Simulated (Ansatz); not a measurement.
Si2O2. The state is a triplet with charge 0. Geometry PBE0-D4/def2-TZVP, that of the charge +1 doublet; atoms count from 1.

```xyz
4

Si   -0.127   -1.181   -0.119
Si    0.127    1.181    0.119
O     1.148   -0.145    0.213
O    -1.148    0.145   -0.213
```

At PBE0-D4/def2-TZVP a singlet of charge 0 lies 2.44 eV below the triplet at the same geometry. The structure comes from a short search, and lower isomers may exist.

**Question.** Estimate the Mulliken populations from the PBE0/def2-TZVP orbitals of Ansatz.

**Answer.** 
| atom | charge (e) | spin (α − β) |
| --- | --- | --- |
| Si1 | 0.29 | 1.43 |
| Si2 | 0.42 | 0.37 |
| O3 | -0.35 | 0.10 |
| O4 | -0.35 | 0.10 |
Mulliken values and Mayer orders depend strongly on the basis.

**Question.** Where does the spin sit?

**Answer.** Summed by element: Si 1.80, O 0.20, of 2 unpaired in all. Largest on single atoms: Si1 1.43, Si2 0.37, O4 0.10.

**Question.** And the Mayer bond orders between bonded heavy atoms (over 0.3)?

**Answer.** Si1–Si2 0.58 (2.39 Å); Si1–O3 1.07 (1.68 Å); Si1–O4 1.07 (1.68 Å); Si2–O3 1.11 (1.68 Å); Si2–O4 1.11 (1.68 Å).
